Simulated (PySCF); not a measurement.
C3H7FOSi, SMILES C[SiH2]O/C=C\F.

The structure is a stationary point at B3LYP-D3(BJ)/def2-SVP. The structure was generated by enumeration; whether it is a known compound was not checked. The values are those of a single conformer.

Two levels are set side by side: PBE/def2-TZVP (PySCF) and CAM-B3LYP/def2-TZVP (PySCF). Same geometry, gas phase. Differences are taken from unrounded values.

| quantity | CAM-B3LYP | PBE | PBE minus CAM-B3LYP |
|---|---|---|---|
| orbital gap (eV) | 9.38 | 4.92 | -4.46 |
| highest occupied level (eV) | -8.03 | -5.40 | 2.63 |
| lowest empty level (eV) | 1.35 | -0.48 | -1.83 |
| dipole moment (D) | 2.11 | 1.87 | -0.24 |
| mean polarisability (bohr³) | 66.9 | 70.2 | 3.3 |

Without exact exchange PBE keeps part of each electron's self-repulsion, which lifts occupied levels and narrows the gap. Loosely held outer electrons make PBE densities more polarisable. Differences between two approximate levels are no errors against the true value.

Rough cost on one machine, each run with all the roots and properties that it gave: CAM-B3LYP against PBE within a factor of 2.
